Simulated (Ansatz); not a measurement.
Geometry optimisation of the cluster Li₃Al₃.

```yaml
crystal:
  periodic: [false, false, false]
  atoms:
    - {symbol: Li, position_ang: [-0.670370, -0.382130, -1.929100]}
    - {symbol: Li, position_ang: [-0.103020, 2.781350, 0.070510]}
    - {symbol: Li, position_ang: [-1.434500, -2.540800, -0.926500]}
    - {symbol: Al, position_ang: [0.664230, 0.755270, 1.955890]}
    - {symbol: Al, position_ang: [1.789550, 0.916600, -0.292110]}
    - {symbol: Al, position_ang: [-0.245880, -1.530290, 1.121310]}
basis:
  gaussian: {orbitals: def2-SVP}
hamiltonian: {xc: pbe, dispersion: d4}
scf: {omitted_lower_state_checks: [starts]}
output: {orbitals: {seedname: orbitals}}
relax: {f_tol: 0.02, max_steps: 100}
```

```sh
$ ansatz run in.yaml --threads 4 --pin off --events-out ev --progress --plain --max-ram 3916MiB
```

Shortened log:

```
Functional definition: PBE
mean field -20383.30767988 eV, -749.0727409334 hartree, gradient 1.4e-5 eV, S^2 0.000000; 0 other end points of the search recorded, 0 dependent functions left out
relax step   1: F+E_penalty+E_count = -20383.49722783 eV  Δ(F+E_penalty+E_count) = +0.000e0 eV  max|allowed force component| = 8.907e-1 eV/Å  Δτ_max = 0.0000 Å  (49 SCF iters, accepted)
mean field -20383.65561608 eV, -749.0855273530 hartree, gradient 2.1e-5 eV, S^2 0.000000; 0 other end points of the search recorded, 0 dependent functions left out
relax step   2: F+E_penalty+E_count = -20383.81874641 eV  Δ(F+E_penalty+E_count) = -3.215e-1 eV  max|allowed force component| = 5.228e-1 eV/Å  Δτ_max = 0.1946 Å  (37 SCF iters, accepted)
mean field -20383.87936109 eV, -749.0937498303 hartree, gradient 2.4e-5 eV, S^2 0.000000; 0 other end points of the search recorded, 0 dependent functions left out
relax step   3: F+E_penalty+E_count = -20384.03838228 eV  Δ(F+E_penalty+E_count) = -2.196e-1 eV  max|allowed force component| = 3.178e-1 eV/Å  Δτ_max = 0.1950 Å  (37 SCF iters, accepted)
mean field -20383.99473143 eV, -749.0979896120 hartree, gradient 2.8e-5 eV, S^2 0.000000; 0 other end points of the search recorded, 0 dependent functions left out
relax step   4: F+E_penalty+E_count = -20384.13330647 eV  Δ(F+E_penalty+E_count) = -9.492e-2 eV  max|allowed force component| = 1.757e-1 eV/Å  Δτ_max = 0.1969 Å  (38 SCF iters, accepted)
mean field -20384.05260301 eV, -749.1001163537 hartree, gradient 1.3e-5 eV, S^2 0.000000; 0 other end points of the search recorded, 0 dependent functions left out
relax step   5: F+E_penalty+E_count = -20384.21064149 eV  Δ(F+E_penalty+E_count) = -7.734e-2 eV  max|allowed force component| = 1.213e-1 eV/Å  Δτ_max = 0.1999 Å  (36 SCF iters, accepted)
mean field -20384.10290602 eV, -749.1019649551 hartree, gradient 1.7e-5 eV, S^2 0.000000; 0 other end points of the search recorded, 0 dependent functions left out
relax step   6: F+E_penalty+E_count = -20384.25927237 eV  Δ(F+E_penalty+E_count) = -4.863e-2 eV  max|allowed force component| = 1.715e-1 eV/Å  Δτ_max = 0.1951 Å  (37 SCF iters, accepted)
mean field -20384.15629977 eV, -749.1039271391 hartree, gradient 1.8e-5 eV, S^2 0.000000; 0 other end points of the search recorded, 0 dependent functions left out
relax step   7: F+E_penalty+E_count = -20384.31127754 eV  Δ(F+E_penalty+E_count) = -5.201e-2 eV  max|allowed force component| = 2.337e-1 eV/Å  Δτ_max = 0.1951 Å  (35 SCF iters, accepted)
mean field -20384.21034365 eV, -749.1059132150 hartree, gradient 2.6e-5 eV, S^2 0.000000; 0 other end points of the search recorded, 0 dependent functions left out
relax step   8: F+E_penalty+E_count = -20384.36613291 eV  Δ(F+E_penalty+E_count) = -5.486e-2 eV  max|allowed force component| = 1.462e-1 eV/Å  Δτ_max = 0.1970 Å  (35 SCF iters, accepted)
mean field -20384.24927420 eV, -749.1073438864 hartree, gradient 9.7e-6 eV, S^2 0.000000; 0 other end points of the search recorded, 0 dependent functions left out
relax step   9: F+E_penalty+E_count = -20384.40712034 eV  Δ(F+E_penalty+E_count) = -4.099e-2 eV  max|allowed force component| = 6.793e-2 eV/Å  Δτ_max = 0.1955 Å  (36 SCF iters, accepted)
mean field -20384.26547309 eV, -749.1079391847 hartree, gradient 9.3e-6 eV, S^2 0.000000; 0 other end points of the search recorded, 0 dependent functions left out
relax step  10: F+E_penalty+E_count = -20384.43003082 eV  Δ(F+E_penalty+E_count) = -2.291e-2 eV  max|allowed force component| = 5.353e-2 eV/Å  Δτ_max = 0.1938 Å  (35 SCF iters, accepted)
mean field -20384.25588786 eV, -749.1075869339 hartree, gradient 2.6e-5 eV, S^2 0.000000; 0 other end points of the search recorded, 0 dependent functions left out
relax step  11: F+E_penalty+E_count = -20384.43086004 eV  Δ(F+E_penalty+E_count) = -8.292e-4 eV  max|allowed force component| = 1.065e-1 eV/Å  Δτ_max = 0.1961 Å  (34 SCF iters, accepted)
mean field -20384.27079937 eV, -749.1081349220 hartree, gradient 2.5e-5 eV, S^2 0.000000; 0 other end points of the search recorded, 0 dependent functions left out
relax step  12: F+E_penalty+E_count = -20384.44233105 eV  Δ(F+E_penalty+E_count) = -1.147e-2 eV  max|allowed force component| = 3.732e-2 eV/Å  Δτ_max = 0.0938 Å  (33 SCF iters, accepted)
mean field -20384.27195243 eV, -749.1081772961 hartree, gradient 2.1e-5 eV, S^2 0.000000; 0 other end points of the search recorded, 0 dependent functions left out
relax step  13: F+E_penalty+E_count = -20384.44478316 eV  Δ(F+E_penalty+E_count) = -2.452e-3 eV  max|allowed force component| = 2.995e-2 eV/Å  Δτ_max = 0.0752 Å  (34 SCF iters, accepted)
mean field -20384.27303623 eV, -749.1082171251 hartree, gradient 2.0e-5 eV, S^2 0.000000; 0 other end points of the search recorded, 0 dependent functions left out
relax step  14: F+E_penalty+E_count = -20384.44653110 eV  Δ(F+E_penalty+E_count) = -1.748e-3 eV  max|allowed force component| = 8.480e-2 eV/Å  Δτ_max = 0.1197 Å  (34 SCF iters, accepted)
mean field -20384.26803715 eV, -749.1080334123 hartree, gradient 1.9e-5 eV, S^2 0.000000; 0 other end points of the search recorded, 0 dependent functions left out
relax step  15: F+E_penalty+E_count = -20384.44434581 eV  Δ(F+E_penalty+E_count) = +2.185e-3 eV  max|allowed force component| = 7.394e-2 eV/Å  Δτ_max = 0.1775 Å  (34 SCF iters, rejected (line search))
mean field -20384.27263979 eV, -749.1082025561 hartree, gradient 2.6e-5 eV, S^2 0.000000; 0 other end points of the search recorded, 0 dependent functions left out
relax step  16: F+E_penalty+E_count = -20384.44762760 eV  Δ(F+E_penalty+E_count) = -1.097e-3 eV  max|allowed force component| = 3.810e-2 eV/Å  Δτ_max = 0.0866 Å  (33 SCF iters, accepted)
mean field -20384.27276409 eV, -749.1082071240 hartree, gradient 2.2e-5 eV, S^2 0.000000; 0 other end points of the search recorded, 0 dependent functions left out
relax step  17: F+E_penalty+E_count = -20384.44806772 eV  Δ(F+E_penalty+E_count) = -4.401e-4 eV  max|allowed force component| = 3.707e-2 eV/Å  Δτ_max = 0.0438 Å  (34 SCF iters, accepted)
mean field -20384.27326473 eV, -749.1082255220 hartree, gradient 1.5e-5 eV, S^2 0.000000; 0 other end points of the search recorded, 0 dependent functions left out
relax step  18: F+E_penalty+E_count = -20384.44894127 eV  Δ(F+E_penalty+E_count) = -8.735e-4 eV  max|allowed force component| = 6.288e-2 eV/Å  Δτ_max = 0.1462 Å  (34 SCF iters, accepted)
mean field -20384.27226511 eV, -749.1081887866 hartree, gradient 1.8e-5 eV, S^2 0.000000; 0 other end points of the search recorded, 0 dependent functions left out
relax step  19: F+E_penalty+E_count = -20384.44918735 eV  Δ(F+E_penalty+E_count) = -2.461e-4 eV  max|allowed force component| = 3.832e-2 eV/Å  Δτ_max = 0.0570 Å  (34 SCF iters, accepted)
mean field -20384.27292942 eV, -749.1082131998 hartree, gradient 2.6e-5 eV, S^2 0.000000; 0 other end points of the search recorded, 0 dependent functions left out
relax step  20: F+E_penalty+E_count = -20384.44945512 eV  Δ(F+E_penalty+E_count) = -2.678e-4 eV  max|allowed force component| = 2.024e-2 eV/Å  Δτ_max = 0.0257 Å  (35 SCF iters, accepted)
mean field -20384.27328234 eV, -749.1082261695 hartree, gradient 2.3e-5 eV, S^2 0.000000; 0 other end points of the search recorded, 0 dependent functions left out
relax step  21: F+E_penalty+E_count = -20384.44967815 eV  Δ(F+E_penalty+E_count) = -2.230e-4 eV  max|allowed force component| = 6.749e-3 eV/Å  Δτ_max = 0.0187 Å  (34 SCF iters, accepted)
mean field -20384.27320799 eV, -749.1082234369 hartree, gradient 2.3e-5 eV, S^2 0.000000; 0 other end points of the search recorded, 0 dependent functions left out
relax step  22: F+E_penalty+E_count = -20384.44984263 eV  Δ(F+E_penalty+E_count) = -1.645e-4 eV  max|allowed force component| = 8.716e-3 eV/Å  Δτ_max = 0.0404 Å  (33 SCF iters, accepted)
mean field -20384.27306718 eV, -749.1082182624 hartree, gradient 2.4e-5 eV, S^2 0.000000; 0 other end points of the search recorded, 0 dependent functions left out
relax step  23: F+E_penalty+E_count = -20384.44992500 eV  Δ(F+E_penalty+E_count) = -8.236e-5 eV  max|allowed force component| = 1.075e-2 eV/Å  Δτ_max = 0.0352 Å  (33 SCF iters, accepted)
mean field -20384.27306718 eV, -749.1082182624 hartree, gradient 2.3e-5 eV, S^2 0.000000; 0 other end points of the search recorded, 0 dependent functions left out
Total energy: -20384.44997794 eV, -749.1147196128 hartree
Atom 0 at     0.778560    -0.658062    -1.365630 Å, force    -0.001736     0.000717     0.002738 eV/Å
Atom 1 at    -1.089403     1.438994     0.104424 Å, force     0.002045     0.005944    -0.004987 eV/Å
Atom 2 at    -2.321045    -2.022004    -0.710949 Å, force    -0.002760    -0.002725    -0.002798 eV/Å
Atom 3 at     1.214931     0.529973     1.456436 Å, force     0.006120     0.003054    -0.009673 eV/Å
Atom 4 at     1.990109     1.865557    -0.535244 Å, force    -0.007453    -0.005262     0.010750 eV/Å
Atom 5 at    -0.573143    -1.154456     1.050963 Å, force     0.003785    -0.001728     0.003969 eV/Å
Dipole moment:    -1.236785    -0.441017    -1.010549 e Å
Checks for a lower state left out: starts
```

Run time 26 s (4 threads of Arm Neoverse V1 on a shared host).

The restricted singlet is unstable towards broken spin symmetry in Hartree–Fock (as tested in another run); at PBE-D4/def2-SVP this wasn't settled. Another isomer (singlet) lies 0.30 eV lower at PBE0-D4/def2-TZVP; other spin states weren't run for this one.
